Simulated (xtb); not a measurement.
diethyl sulfide (C₄H₁₀S), singlet, from a rough starting geometry; xtb with GFN2-xTB.

Here is a job for xtb.
```
$ xtb mol.xyz --gfn 2 --opt vtight --json

# file mol.xyz
15

C      2.51805917    -0.11619087     0.18816753
C      1.14333797     0.15302531    -0.19554537
S      0.04961219    -0.30697542     1.26433696
C     -1.56057939     0.35618491     0.60328444
C     -2.17231087    -0.44850840    -0.44704405
H      2.84876273     0.43541720     0.95787634
H      3.20521541     0.19718506    -0.74079775
H      2.76155061    -1.20269194     0.31572865
H      0.95179404     1.26974075    -0.39357698
H      0.80451143    -0.42841813    -1.05725966
H     -1.40710568     1.46569309     0.37051198
H     -2.24113541     0.38016425     1.55864952
H     -2.21416509    -1.43169557    -0.14546462
H     -1.57753256    -0.34460532    -1.40003409
H     -3.14047644     0.01330776    -0.73767657
```

What the program printed (banner, timings and long lists left out):

```
   ID    Z sym.   atoms
    1    6 C      1, 2, 4, 5
    2   16 S      3
    3    1 H      6-15

           -------------------------------------------------
          |                Calculation Setup                |
           -------------------------------------------------

           -------------------------------------------------
          |                 G F N 2 - x T B                 |
           -------------------------------------------------

          ...................................................
          :                      SETUP                      :
          :.................................................:
          :  # basis functions                  36          :
          :  # atomic orbitals                  35          :
          :  # shells                           21          :
          :  # electrons                        32          :
          :  max. iterations                   250          :
          :  Hamiltonian                  GFN2-xTB          :
          :  restarted?                      false          :
          :  GBSA solvation                  false          :
          :  PC potential                    false          :
          :  electronic temp.          300.0000000     K    :
          :  accuracy                    1.0000000          :
          :  -> integral cutoff          0.2500000E+02      :
          :  -> integral neglect         0.1000000E-07      :
          :  -> SCF convergence          0.1000000E-05 Eh   :
          :  -> wf. convergence          0.1000000E-03 e    :
          :  Broyden damping             0.4000000          :
          :  net charge                          0          :
          :  unpaired electrons                  0          :
          ...................................................

 iter      E             dE          RMSdq      gap      omega  full diag
   1    -17.0156962 -0.170157E+02  0.407E+00    4.95       0.0  T
   2    -17.0762217 -0.605255E-01  0.234E+00    4.23       1.0  T
   3    -17.0792124 -0.299064E-02  0.999E-01    4.16       1.0  T
   4    -17.0800902 -0.877869E-03  0.316E-01    4.00       1.0  T
   5    -17.0801253 -0.350518E-04  0.137E-01    4.00       1.0  T
   6    -17.0801409 -0.156432E-04  0.332E-02    4.00       1.0  T
   7    -17.0801413 -0.336554E-06  0.117E-02    4.00       2.2  T
   8    -17.0801417 -0.422430E-06  0.385E-03    4.00       6.7  T
   9    -17.0801417 -0.148356E-07  0.952E-04    4.00      27.1  T
[...]
 * total energy  :   -16.9010594 Eh     change       -0.1191451E-04 Eh
 * total energy  :   -16.9010647 Eh     change       -0.5268550E-05 Eh
 * total energy  :   -16.9010675 Eh     change       -0.2872968E-05 Eh
 * total energy  :   -16.9010693 Eh     change       -0.1737681E-05 Eh
 * total energy  :   -16.9010701 Eh     change       -0.8675632E-06 Eh
 * total energy  :   -16.9010709 Eh     change       -0.7266567E-06 Eh
 * total energy  :   -16.9010713 Eh     change       -0.4175449E-06 Eh
 * total energy  :   -16.9010717 Eh     change       -0.3760435E-06 Eh
 * total energy  :   -16.9010721 Eh     change       -0.4451220E-06 Eh
 * total energy  :   -16.9010724 Eh     change       -0.2822275E-06 Eh
 * total energy  :   -16.9010725 Eh     change       -0.1037935E-06 Eh
 * total energy  :   -16.9010726 Eh     change       -0.8745827E-07 Eh
   *** GEOMETRY OPTIMIZATION CONVERGED AFTER 17 ITERATIONS ***
         :: total energy             -16.901072576131 Eh    ::
[...]

 Mol. C6AA /au·bohr⁶  :       2139.373263
 Mol. C8AA /au·bohr⁸  :      57156.109757
 Mol. α(0) /au        :         71.381387

Wiberg/Mayer (AO) data.
largest (>0.10) Wiberg bond orders for each atom

 ---------------------------------------------------------------------------
     #   Z sym  total        # sym  WBO       # sym  WBO       # sym  WBO
 ---------------------------------------------------------------------------
     1   6 C    3.994 --     2 C    1.026     6 H    0.986     8 H    0.986
                             7 H    0.981
     2   6 C    3.983 --     1 C    1.026     3 S    0.984    10 H    0.978
                             9 H    0.977
     3  16 S    2.065 --     4 C    0.990     2 C    0.984
     4   6 C    3.982 --     5 C    1.026     3 S    0.990    11 H    0.975
                            12 H    0.973
     5   6 C    3.995 --     4 C    1.026    13 H    0.986    14 H    0.986
                            15 H    0.980
     6   1 H    0.998 --     1 C    0.986
     7   1 H    0.998 --     1 C    0.981
     8   1 H    0.998 --     1 C    0.986
     9   1 H    0.999 --     2 C    0.977
    10   1 H    0.999 --     2 C    0.978
    11   1 H    0.999 --     4 C    0.975
    12   1 H    0.997 --     4 C    0.973
    13   1 H    0.998 --     5 C    0.986
    14   1 H    0.998 --     5 C    0.986
    15   1 H    0.998 --     5 C    0.980
 ---------------------------------------------------------------------------

Topologies differ in total number of bonds
Writing topology from bond orders to xtbtopo.mol

molecular dipole:
                 x           y           z       tot (Debye)
 q only:       -0.077       0.210      -0.485
   full:       -0.187       0.426      -0.824       2.405
molecular quadrupole (traceless):
                xx          xy          yy          xz          yz          zz
 q only:        3.624      -0.105      -1.007      -0.518       0.790      -2.617
  q+dip:        3.310       0.094       0.560      -1.401       1.687      -3.870
   full:        4.282      -0.192      -0.430      -1.419       1.324      -3.852

optimized geometry written to: xtbopt.xyz

           -------------------------------------------------
          | TOTAL ENERGY              -16.901072576131 Eh   |
          | GRADIENT NORM               0.000059849631 Eh/α |
          | HOMO-LUMO GAP               4.281673871578 eV   |
           -------------------------------------------------

normal termination of xtb
```
